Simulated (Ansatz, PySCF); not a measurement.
Torsion H3–S1–Ga2–H4 in GaH3S (SMILES [SH][GaH2]); at each angle all else is relaxed with GFN2-xTB, and the levels are single points there.
Geometry at 0° (charge 0, multiplicity 1):
```csv
atom,x (Å),y (Å),z (Å)
S,1.5010,-0.6110,0.4720
Ga,-0.6344,-0.1836,0.1178
H,1.8743,0.3141,-0.4123
H,-1.0574,0.9196,-0.9160
H,-1.7859,-0.9388,0.8582
```

On the grid 0° to 330°, 90° is the highest and 0° the lowest point at CCSD(T)/CBS(def2-TZVPP, def2-QZVPP).

Correlated levels freeze the cores. Filled d and f shells under p-block atoms count as core. CBS(a, b) extrapolates the correlation energy as X⁻³ and adds the Hartree–Fock energy of set b.

Codes used: Ansatz (Gaussian orbitals); PySCF for the dispersion terms. Each number belongs to the level named beside it.

The comparison value is 7.63 kcal/mol (CCSD(T)/CBS(def2-TZVPP, def2-QZVPP)). It is a level with limits of its own, not the exact answer.

Question: Order these levels by how close they come to the comparison value for the energy at 90° less that at 0°, closest first: PBE0-D4/def2-TZVPP, wB97X-V/def2-TZVPP, r2SCAN-D3(BJ)/def2-TZVPP, B3LYP-D3(BJ)/def2-TZVPP. Give each level's value less the comparison value.

Answer: wB97X-V/def2-TZVPP (0.45 kcal/mol), PBE0-D4/def2-TZVPP (0.75 kcal/mol), B3LYP-D3(BJ)/def2-TZVPP (0.93 kcal/mol), r2SCAN-D3(BJ)/def2-TZVPP (1.33 kcal/mol)

Ansatz is a first-principles code.
